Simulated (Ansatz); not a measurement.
`[CH3][AlH][CH]=N` and `N=[CH][AlH][CH2][SiH3]` differ in one atom or group.

Ansatz, PBE0-D4/def2-TZVP geometries, multiplicity 1. Each molecule was computed in one conformer, which needn't be the lowest.

```tsv
property	`[CH3][AlH][CH]=N`
LUMO energy (PBE0/def2-TZVPP) / eV	-1.72
HOMO energy (ωB97M-V/def2-TZVPP) / eV	-9.12
HOMO–LUMO gap (PBE0/def2-TZVPP) / eV	5.11
LUMO energy (ωB97M-V/def2-TZVPP) / eV	0.09
HOMO–LUMO gap (PBE/def2-TZVPP) / eV	2.83
HOMO–LUMO gap (ωB97M-V/def2-TZVPP) / eV	9.21
```

Problem. What does the change do to each property? (An estimate is asked.)

Solution. The calculation gave: 
```
                               property  `N=[CH][AlH][CH2][SiH3]`  shift
     LUMO energy (PBE0/def2-TZVPP) / eV                     -1.98  -0.26
  HOMO energy (ωB97M-V/def2-TZVPP) / eV                     -9.03   0.09
   HOMO–LUMO gap (PBE0/def2-TZVPP) / eV                      4.77  -0.34
  LUMO energy (ωB97M-V/def2-TZVPP) / eV                     -0.21  -0.30
    HOMO–LUMO gap (PBE/def2-TZVPP) / eV                      2.55  -0.28
HOMO–LUMO gap (ωB97M-V/def2-TZVPP) / eV                      8.82  -0.39
```

With PBE0 the HOMO rises by 0.08 eV and the LUMO falls by 0.26 eV, so the gap narrows by about 0.34 eV. PBE moves the HOMO by 0.05 eV and ωB97M-V by 0.09 eV.
